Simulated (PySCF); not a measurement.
Zn⁺: ionisation energy

Zn⁺ [Ar] 3d10 4s1 (2S) → Zn²⁺ [Ar] 3d10 (1S), as a difference of total energies. All numbers are calculated (PySCF 2.14, scalar relativity through the core potential, in aug-cc-pwCVTZ-PP with ECP10MDF (8s8p7d4f3g, 122 functions)). Correlated levels: valence: 3s2 3p6 frozen; valence and next inner shell: nothing frozen outside the core potential. The calculations carry no spin-orbit coupling.

```tsv
method	ionisation energy (eV)	error (eV)
UHF	16.864	-1.100
LDA	19.028	+1.064
PBE	18.678	+0.714
PBE0	18.296	+0.332
r2SCAN	18.571	+0.607
wB97X-V	18.017	+0.053
HSE06	18.368	+0.404
M06-2X	18.074	+0.110
MP2 (valence)	17.903	-0.061
SCS-MP2 (valence)	17.737	-0.227
MP2 (valence and next inner shell)	17.998	+0.034
SCS-MP2 (valence and next inner shell)	17.793	-0.171
```

Reference: 17.964 eV (measured; NIST Atomic Spectra Database, ionization energies).

Errors of the correlated levels include the incompleteness of this basis and the frozen core.
